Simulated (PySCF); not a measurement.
C4H5Cl.

```xyz
10

C     -0.4405    -2.0780     0.0000
C      0.6018    -1.2364     0.0000
C      0.5413     0.2254     0.0000
C      1.6233     1.0189     0.0000
Cl    -1.0578     0.9556     0.0000
H     -1.4680    -1.7078     0.0000
H     -0.2865    -3.1592     0.0000
H      1.6223    -1.6345     0.0000
H      2.6199     0.5711     0.0000
H      1.5402     2.1060     0.0000
```

Geometry: B3LYP-D3(BJ)/def2-SVP. One conformer was computed; it need not be the lowest.

Level of theory: PySCF with PBE/pcSseg-1. Non-relativistic, no solvent.

Computed absolute GIAO shielding of each atom: isotropic value and principal components (ppm):
```tsv
atom	σ(iso)	σ11	σ22	σ33	span
C1	55.1	-47.9	51.2	162.0	209.9
C2	39.3	-65.1	49.6	133.4	198.6
C3	25.9	-71.0	54.2	94.7	165.7
C4	59.1	-34.0	74.9	136.5	170.5
Cl5	696.4	442.2	674.9	972.2	529.9
H6	25.3	22.2	23.6	30.1	7.8
H7	25.7	23.9	25.0	28.2	4.3
H8	24.8	23.2	23.6	27.7	4.5
H9	25.7	23.0	24.6	29.6	6.6
H10	25.7	22.9	23.8	30.4	7.5
```
